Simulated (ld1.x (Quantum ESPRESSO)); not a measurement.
Results of a calculation; reference values are marked as such.
# Potentials for magnesium (Mg) compared

Generated with ld1.x 7.5 (TM, RRKJ, ultrasoft, PAW), atompaw 4.2 or ONCVPSP 4.0.1. The cutoff is in Ry: for ld1.x and atompaw files where the sum of valence levels is converged to 10 mRy in a Bessel basis, for ONCV files where the hardest occupied wave has 1 mHa per electron of residual kinetic energy. The error is the largest all-electron minus pseudo excitation energy over each file’s own four to seven test configurations (ionisations up to +4, promotions, holes and added fractions of an electron), all of which were solved. The labels leave out finer settings (local radius, basis sizes, second energies), which also bear on the numbers. Spin-polarised tests are not counted. The rows are a selection from randomly drawn settings: files with unsolved tests, undetermined cutoffs or missed reference levels are left out.

| potential | cutoff (Ry) | largest error (meV) | bound ghosts |
| --- | --- | --- | --- |
| PAW, PBEsol, scalar-relativistic, rc 2.15/2.70 (sp), local smoothed, core correction yes, reference 3s1.5 3p0 | 6 | -11 | none |
| ultrasoft, PBE, non-relativistic, rc 1.05/1.20/1.15 (spd), local smoothed, core correction no, reference 2s2 2p6 3s2 3p0 | 60 | +143 | none |
| RRKJ, PBE, scalar-relativistic, rc 1.95/3.10 (sp), local s, core correction yes, reference 3s1 3p0 | 6 | -11 | none |

**Question.** Fill in the row for Mg: PAW, PW91, non-relativistic, rc 2.65/3.50/3.95 (spd), local smoothed, core correction yes, reference 3s2 3p0.

**Answer.** cutoff 6 Ry, largest error -7.5 meV, bound ghosts: none.

**Question.** Fill in the row for Mg: PAW, PBE, non-relativistic, rc 1.05/1.15/1.00 (spd), local smoothed, core correction yes, reference 2s2 2p6 3s2 3p0.

**Answer.** cutoff 70 Ry, largest error -15 meV, bound ghosts: none.
